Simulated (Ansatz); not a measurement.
`[SiH3]B[CH2][SnH3]` + `C=N` → `C=NB[SiH3]` + `[CH3][SnH3]` at 400 K and 1 bar (ligand exchange at a B–C bond).

Program: Ansatz. Geometries: PBE0-D4/def2-TZVP. ΔE: electronic, gas phase. CBS: MP2 limit from def2 TZ/QZ plus the TZ coupled-cluster correction, frozen cores. This one scheme is used for every species. def2 core potentials past Kr. For Sn outer-core shells are correlated without core-valence functions, which leaves a few kJ/mol of doubt a bond. Each species was taken in one conformer, which may not be the lowest.

| species | CCSD(T)/CBS energy (Eh) | H − E (kJ/mol) | S (J/(mol·K)) |
| --- | --- | --- | --- |
| `[SiH3]B[CH2][SnH3]` | -571.32551 | 261.0 | 432.7 |
| `C=N` | -94.52360 | 119.4 | 238.9 |
| `C=NB[SiH3]` | -410.21746 | 208.6 | 353.6 |
| `[CH3][SnH3]` | -255.66383 | 170.6 | 309.1 |

H − E and S are ideal-gas, rigid-rotor, harmonic terms from PBE0-D4/def2-TZVP, for one conformer and one mirror image of each species. 1 Eh = 2625.50 kJ/mol, R = 8.31446 J/(mol·K).

Q: By hand: ΔE, ΔH, ΔS and ΔG.

A: ΔE = (-410.21746) + (-255.66383) − (-571.32551) − (-94.52360) = -0.03218 Eh = -84.5 kJ/mol. Δ(H − E) = 208.6 + 170.6 − 261.0 − 119.4 = -1.2, so ΔH = -85.7 kJ/mol. ΔS = 353.6 + 309.1 − 432.7 − 238.9 = -8.9 J/(mol·K). ΔG = -85.7 − 400 × (-8.9)/1000 = -82.1 kJ/mol.

Q: By hand: the equilibrium constant, and the temperature at which ΔG would vanish if ΔH and ΔS stayed fixed.

A: log₁₀ K = −ΔG/(RT ln 10) = 10.7. ΔG = 0 at ΔH/ΔS = 9629 K, far beyond where these terms or the molecules hold.

The number of gas molecules stays the same, so ΔS is small and ΔH decides. A doubt of 5 kJ/mol in ΔE shifts log₁₀ K by 0.7 here. Other conformers and mirror images would add mixing entropy, several J/(mol·K) or more a flexible species. Modes under 60 cm⁻¹, often nearly free rotors, make the harmonic entropy too high. These are equilibria of isolated gas molecules and say nothing of rates. Largest T1 diagnostic: 0.017 (customary marks: 0.02 for closed shells, 0.045 for open ones).
